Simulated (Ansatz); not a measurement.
`C[O][GeH]([NH2])[Cl]` + Cl• → `C[O][Ge]([NH2])[Cl]`• + HCl  (hydrogen abstraction from a Ge–H bond)

Program: Ansatz. Geometries: PBE0-D4/def2-TZVP. ΔE: electronic, gas phase. CCSD(T)/CBS adds triple-zeta CCSD(T) − MP2 to the extrapolated MP2 energy (def2 sets, frozen cores). This one scheme is used for every species, atoms too. DFT in def2-TZVPP. B3LYP here is the variant with VWN-RPA as its local correlation; programs differ in this. No spin–orbit coupling; open shells (•) take unrestricted orbitals. Spin–orbit coupling would lower the free atoms: a little for Cl. Bonds to Ge are less sure, by a few kJ/mol each and by 10 to 20 or more in all where they break to atoms, as the def2 sets lack core-valence functions. Scalar relativity is left out up to krypton. Each species was taken in one conformer, which may not be the lowest.

```
             level  ΔE (kcal/mol)  difference from CCSD(T)/CBS
         r2SCAN-D4          -26.3                         -6.2
           PBE0-D4          -24.3                         -4.2
           ωB97X-V          -20.3                         -0.2
           ωB97M-V          -23.1                         -3.0
            B2PLYP          -22.1                         -2.0
               PBE          -29.9                         -9.8
            r2SCAN          -26.3                         -6.2
              PBE0          -24.4                         -4.3
             B3LYP          -24.5                         -4.4
     HF/def2-TZVPP           -7.6                         12.5
    MP2/def2-TZVPP          -20.5                         -0.4
   CCSD/def2-TZVPP          -16.5                          3.6
CCSD(T)/def2-TZVPP          -18.3                          1.8
     HF/def2-QZVPP           -7.8                         12.3
      HF/CBS(def2)           -7.9                         12.2
     MP2/CBS(def2)          -22.3                         -2.2
       CCSD(T)/CBS          -20.1                            0
```

Largest T1 diagnostic among the species: 0.014.

In def2-TZVPP, CCSD(T) changes the Hartree–Fock value by −10.7 kcal/mol (the triples alone add −1.8 kcal/mol) and MP2 by −12.9 kcal/mol. From PBE to PBE0 (25 % exact exchange), in def2-TZVPP and without D4, ΔE moves by +5.4 kcal/mol.

CCSD(T)/CBS has its own doubt, a few kJ/mol and more with outer-core shells, so smaller differences from it don't rank the levels.
